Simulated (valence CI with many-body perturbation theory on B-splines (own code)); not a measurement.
Gd51+: key properties

Method: valence CI with perturbative core correlation (CI+MBPT): three valence electrons over a frozen Dirac-Fock core [Ne], a basis of 11 s, 11 p, 10 d, 8 f, 5 g, 2 h functions for each j, with the one-electron correlation potential Σ1, the two-electron term Σ2, the three-electron term Σ3, Breit, model QED; selected CI, second order for the rest, scaled by the run's own slope (own B-spline code, finite nucleus).

No measured spectrum was set against this ion. As an estimate, large intervals hold to a few tenths of a per cent, small ones and those within an open d or f shell to about a per cent.

Levels are named by their leading jj configuration (3d3/2^4 stands for four electrons in 3d with j = 3/2), which in mixed levels can hold well under half, so a name can repeat and another be missing.

Rates and lifetimes use the calculated energies. Strong lines usually hold to 10 to 20 %, long lifetimes can be off by a factor of two.

Q: What is the ground level?

A: (3s^2 3p1/2) J=1/2, composition 99 % 3s²3p ²P°, g = 0.653.

Q: Where does the other parity begin?

A: At (3s 3p1/2^2) J=1/2, 1070.1 × 10³ cm⁻¹.

Q: Among levels below 18526 × 10³ cm⁻¹, which E1 lines absorb most strongly from the ground level?

A: to (3s^2 3d3/2) J=3/2 at 3.294 nm, f = 0.393; to (3s 3p1/2 4p1/2) J=3/2 at 0.5454 nm, f = 0.290; to (3s 3p1/2 3p3/2) J=1/2 at 3.720 nm, f = 0.189.

Q: How well does LS coupling describe the low levels?

A: Among the lowest 20 levels the leading LS term, summed over configurations, holds 66 % on average. For single configurations the figures are 64 % in LS and 93 % in jj coupling. Terms mix most in the J = 5/2 level at 4225.2 × 10³ cm⁻¹, where the leading one holds 38 %.

Q: Name the longest-lived excited levels whose lifetime is computed, and their main decay.

A: (3s 3p3/2 3d5/2) J=9/2 at 5566.8 × 10³ cm⁻¹ lives 38.5 ns, mostly by M1 to (3s 3p1/2 3d5/2) J=7/2; (3s^2 3p3/2) J=3/2 at 1475.6 × 10³ cm⁻¹ lives 25.9 ns, mostly by M1 to (3s^2 3p1/2) J=1/2.
